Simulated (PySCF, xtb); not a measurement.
H3IrO3, SMILES [OH][Ir]([OH])[OH], multiplicity 1.

GFN2-xTB run with xtb at its own geometry gives an orbital gap of 1.39 eV and a dipole moment of 1.63 D.

Coordinates come from a PBE0-D3(BJ)/def2-SVP optimisation. The spin state was assumed, not searched. The def2 effective core potentials stand for the cores of Ir; spin–orbit coupling is left out. One conformer was computed; it need not be the lowest.

Question: What does CAM-B3LYP/def2-TZVPD (PySCF) give? (The exact figures need the calculation; the answer reports its results.)

Answer: gap 6.99 eV (levels -8.10 and -1.11 eV), dipole 1.24 D.
